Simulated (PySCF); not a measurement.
Species: C6H12Se.
SMILES with atom numbers: `[CH2:1]=[CH:2][CH2:3][CH2:4][Se:5][CH2:6][CH3:7]` (hydrogens: H8, H9 on C1; H10 on C2; H11, H12 on C3; H13, H14 on C4; H15, H16 on C6; H17, H18, H19 on C7)

Torsions of this conformer, `[CH2:1]=[CH:2][CH2:3][CH2:4][Se:5][CH2:6][CH3:7]`: C1–C2–C3–C4 -117°, C2–C3–C4–Se5 179°, C3–C4–Se5–C6 64°, C4–Se5–C6–C7 63°.

The closed-shell ground state was solved at several levels (PySCF, density fitting, gas phase). One conformer (not necessarily the lowest) at the PBE0-D3(BJ)/def2-SVP geometry, without solvent, vibrations or thermal averaging. The calculation is non-relativistic and has no spin–orbit coupling, an omission that weighs most on selenium.

```tsv
level	basis functions	total energy (Eh)	HOMO (eV)	LUMO (eV)	gap (eV)	dipole (D)
PBE0/pcSseg-1	203	-2636.5265	-6.04	0.08	6.12	1.51
B3LYP/pcJ-1 (pcSseg-1 on Se)	323	-2637.2007	-5.77	-0.12	5.65	1.40
B3LYP/def2-SVPD	257	-2636.9817	-5.84	-0.29	5.55	1.54
```

**Question.** What might B3LYP/pcSseg-1 (203 basis functions) give for the same quantities?

**Answer.** Total energy -2637.1566 Eh, HOMO -5.78 eV, LUMO -0.13 eV, gap 5.65 eV, dipole 1.41 D.

**Question.** Over all these levels, which gives the widest orbital gap and which the narrowest?

**Answer.** PBE0/pcSseg-1 (global hybrid, 25 % exact exchange) has the widest, 6.12 eV, and B3LYP/def2-SVPD (global hybrid, 20 % exact exchange) the narrowest, 5.55 eV. Functional and basis both differ between the two, so the spread mixes both effects.

**Question.** How much does the basis alone move the frontier levels among the 3 B3LYP rows (the withheld one included)?

**Answer.** The HOMO by 0.07 eV and the LUMO by 0.17 eV. By rising basis size (HOMO, LUMO in eV): pcSseg-1 -5.78, -0.13; def2-SVPD -5.84, -0.29; pcJ-1 (pcSseg-1 on Se) -5.77, -0.12.

**Question.** How far do the dipole and the HOMO energy spread over the levels?

**Answer.** The dipole runs from 1.40 to 1.54 D (mean 1.47 D) and the HOMO from -6.04 to -5.77 eV.
